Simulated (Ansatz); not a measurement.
Cost and result for the atomization energy of CH$_{8}$BNSSi (13 atoms, 13 bonds).

| atom | x (Å) | y (Å) | z (Å) |
| --- | --- | --- | --- |
| B1 | 0.6641 | 0.1180 | 1.7791 |
| Si2 | 0.2539 | -0.2530 | -0.0762 |
| C3 | -1.4036 | -0.6210 | -0.8401 |
| N4 | 1.4526 | -0.3607 | -1.2722 |
| S5 | 0.0667 | 1.8696 | 0.8874 |
| H6 | 1.8287 | 0.2728 | 2.0254 |
| H7 | -0.0848 | -0.1851 | 2.6607 |
| H8 | -1.4426 | -1.6719 | -1.1391 |
| H9 | -2.2061 | -0.4439 | -0.1220 |
| H10 | -1.5889 | -0.0081 | -1.7253 |
| H11 | 2.4287 | -0.3192 | -1.0314 |
| H12 | 1.2868 | -0.1688 | -2.2462 |
| H13 | -1.2558 | 1.7712 | 1.1000 |

Total charge 0; spin multiplicity 1. The bonds changed during the relaxation, so this is another structure than the one it started from. All single points use the PBE0-D4/def2-TZVP geometry. It is one conformer, not always the lowest. Program: Ansatz. All runs use 4 threads of an Arm Neoverse V2 on a shared host. Times are those of one run each, without the atoms' runs, and a repeat can differ threefold. Electronic energies, without spin–orbit coupling; frozen cores. CCSD(T)/CBS adds CCSD(T) − MP2 in def2-TZVPP to the MP2 limit, and its time is that of the two runs behind it. T1 = 0.011. B3LYP takes the VWN-RPA correlation (the form of Gaussian; ORCA's B3LYP/G).

CCSD(T)/CBS is a level of theory with its own doubt, some kJ/mol a heavy atom from the limit and from the frozen cores, so smaller differences don't rank the functionals.

```tsv
level	functions	wall time	atomization (kcal/mol)	difference from CCSD(T)/CBS	per bond
PBE-D4/def2-TZVPP (with forces)	289	3.2 s	1100.4	20.6	1.6
PBE0-D4/def2-TZVPP	289	4.1 s	1086.1	6.3	0.5
r2SCAN-D4/def2-TZVPP (with forces)	289	6.5 s	1087.3	7.5	0.6
B3LYP-D4/def2-TZVPP (with forces)	289	7 s	1083.9	4.1	0.3
B2PLYP/def2-TZVPP	289	7.5 s	1068.4	-11.4	-0.9
ωB97X-V/def2-TZVPP	289	11 s	1087.6	7.8	0.6
ωB97M-V/def2-TZVPP (with forces)	289	15 s	1089.0	9.2	0.7
MP2/def2-QZVPP	551	32 s	1078.4	-1.4	-0.1
CCSD(T)/def2-TZVPP	289	4 min	1050.5	-29.3	-2.2
CCSD(T)/CBS(def2)	–	4.5 min	1079.8	0.0	0.0
```

From PBE to PBE0 (25 % exact exchange), in def2-TZVPP and without D4, the atomization energy moves by −13.2 kcal/mol: exact exchange takes away binding that semilocal exchange gives to molecules. In def2-TZVPP, CCSD(T) changes the Hartree–Fock value by +263.8 kcal/mol (the triples alone add +15.7 kcal/mol) and MP2 by +274.3 kcal/mol; breaking electron pairs costs correlation energy, which Hartree–Fock lacks. The D4 term adds +12.2 kcal/mol with B3LYP and +6.4 kcal/mol with PBE0; it sums over pairs of atoms, weighted by their polarisabilities, and B3LYP, whose exchange is more repulsive, gets the larger term.
